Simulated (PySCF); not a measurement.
CH4O2, SMILES OCO. Atoms are numbered in the order given.

```xyz
7

O     -1.1681    -0.0942    -0.2468
C      0.0000     0.0000     0.5307
O      1.1681     0.0942    -0.2468
H     -1.2434     0.7093    -0.7760
H      0.0018     0.8948     1.1580
H     -0.0018    -0.8948     1.1580
H      1.2434    -0.7093    -0.7760
```

The structure is a stationary point at B3LYP-D3(BJ)/def2-TZVP. The values are those of a single conformer.

Calculation: TDDFT-PBE/def2-SVPD in PySCF.

Vertical excitations. Gas-phase values at a fixed geometry. State labels are in the subgroup C2.

### Question
Estimate the UV-visible absorptions. (Estimate from the structure and the level; the computed values follow.)

### Answer

```
state  symmetry  energy (eV)  λ (nm)      f                            main pairs
-----  --------  -----------  ------  -----  ------------------------------------
S1            B         6.60     188  0.051                        HOMO→LUMO 99 %
S2            A         7.16     173  0.001                      HOMO→LUMO+1 99 %
S3            A         7.34     169  0.018                     HOMO−1→LUMO 100 %
S4            B         7.67     162  0.026    HOMO−2→LUMO 60 %, HOMO→LUMO+2 39 %
S5            B         7.70     161  0.005    HOMO→LUMO+2 60 %, HOMO−2→LUMO 38 %
S6            B         7.97     156  0.013                    HOMO−1→LUMO+1 96 %
S7            A         8.28     150  0.001                    HOMO−2→LUMO+1 86 %
S8            A         8.36     148  0.007  HOMO→LUMO+3 72 %, HOMO−1→LUMO+2 20 %
S9            A         8.46     146  0.089  HOMO−1→LUMO+2 78 %, HOMO→LUMO+3 15 %
S10           B         8.85     140  0.027                    HOMO−2→LUMO+2 98 %
T1            B         6.32     196      0                       HOMO→LUMO 100 %
T2            A         6.89     180      0                      HOMO→LUMO+1 92 %
T3            A         7.10     175      0                      HOMO−1→LUMO 92 %
T4            B         7.46     166      0                      HOMO−2→LUMO 90 %
```
Triplets are in the Tamm–Dancoff approximation, which puts them higher than full response would, so one can lie above its singlet here.
